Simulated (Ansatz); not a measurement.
Isolated molecules relaxed with PBE0-D4/def2-TZVP in Ansatz; ΔE leaves out vibrations. CCSD(T)/CBS adds triple-zeta CCSD(T) − MP2 to the extrapolated MP2 energy (def2 sets, frozen cores). DFT in def2-TZVPP. Elements past krypton have def2 core potentials. For Sn outer-core shells are correlated without core-valence functions, which leaves a few kJ/mol of doubt a bond. One conformer a species, not always the lowest.

Reaction (formal exchange of groups at the Sn–F bond): `C[O][Sn]([OH])([F])[Cl]` + `CC(F)(Cl)Cl` → `C[O][Sn]([OH])([Cl])[Cl]` + `CC(F)(F)Cl`

| species | r2SCAN-D4 energy (Eh) |
| --- | --- |
| `C[O][Sn]([OH])([F])[Cl]` | -965.46847 |
| `CC(F)(Cl)Cl` | -1098.21956 |
| `C[O][Sn]([OH])([Cl])[Cl]` | -1325.82062 |
| `CC(F)(F)Cl` | -737.89260 |

(1) Work out ΔE.

Largest T1 diagnostic among the species: 0.014.

## Answers

(1) ΔE = (-1325.82062) + (-737.89260) − (-965.46847) − (-1098.21956) = -0.02519 Eh = -15.8 kcal/mol. CCSD(T)/CBS gives -13.9 kcal/mol.

In def2-TZVPP, CCSD(T) changes the Hartree–Fock value by +5.3 kcal/mol (the triples alone add +0.8 kcal/mol) and MP2 by +6.5 kcal/mol. From PBE to PBE0 (25 % exact exchange), in def2-TZVPP and without D4, ΔE moves by −2.2 kcal/mol.
